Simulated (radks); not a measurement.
Values are calculated unless marked as measured or tabulated.
Spherical quantum dot in the effective-mass picture: electrons in a hard-walled sphere of radius 6.39, all in effective atomic units (hartree* = m*/eps^2 hartree, bohr* = eps/m* bohr), one dielectric constant everywhere. Level of theory: non-relativistic Kohn-Sham, LDA (Slater exchange, Perdew-Wang correlation), spin-polarised, spherical densities (a radial shooting solver with Libxc functionals). Levels are named by radial order and angular momentum (1s, 1p, 1d, 2s, ...), and open shells are averaged over m. At N = 7 the configuration is 1s2 1p(up 3, down 2). Does electron 8 go into 1d up or 1d down or 1p down?

Answer. Into 1p down. The total energies of the other choices lie higher by 0.108 hartree* (1d up), 0.119 hartree* (1d down).
